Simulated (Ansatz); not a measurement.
`[OH][GeH2][SiH3]` → `[GeH2]` + silanol at 500 K and 1 bar (germylene formation by 1,1-elimination).

Program: Ansatz. Geometries: PBE0-D4/def2-TZVP. ΔE: electronic, gas phase. CCSD(T)/CBS is the MP2 limit (def2-TZVPP, def2-QZVPP) plus CCSD(T) − MP2 in def2-TZVPP, frozen cores. For Ge outer-core shells are correlated without core-valence functions, which leaves a few kJ/mol of doubt a bond. Scalar relativity is left out up to krypton. Each species was taken in one conformer, which may not be the lowest.

```csv
species,CCSD(T)/CBS energy (Eh),H − E (kJ/mol),S (J/(mol·K))
`[OH][GeH2][SiH3]`,-2443.98216,185.2,396.1
`[GeH2]`,-2077.24753,46.3,239.7
`O[SiH3]`,-366.69042,127.5,292.9
```

H − E and S are ideal-gas, rigid-rotor, harmonic terms from PBE0-D4/def2-TZVP, for one conformer and one mirror image of each species. 1 Eh = 2625.50 kJ/mol, R = 8.31446 J/(mol·K).

Task: By hand: ΔE, ΔH, ΔS and ΔG.

Result: ΔE = (-2077.24753) + (-366.69042) − (-2443.98216) = 0.04421 Eh = 116.1 kJ/mol. Δ(H − E) = 46.3 + 127.5 − 185.2 = -11.4, so ΔH = 104.7 kJ/mol. ΔS = 239.7 + 292.9 − 396.1 = 136.5 J/(mol·K). ΔG = 104.7 − 500 × (136.5)/1000 = 36.5 kJ/mol.

Task: By hand: the equilibrium constant, and the temperature at which ΔG would vanish if ΔH and ΔS stayed fixed.

Result: log₁₀ K = −ΔG/(RT ln 10) = -3.8. ΔG = 0 at ΔH/ΔS = 767 K.

The number of gas molecules changes by +1, which sets the sign of ΔS. A doubt of 5 kJ/mol in ΔE shifts log₁₀ K by 0.5 here. Other conformers and mirror images would add mixing entropy, several J/(mol·K) or more a flexible species. These are equilibria of isolated gas molecules and say nothing of rates. Largest T1 diagnostic: 0.012 (customary marks: 0.02 for closed shells, 0.045 for open ones).
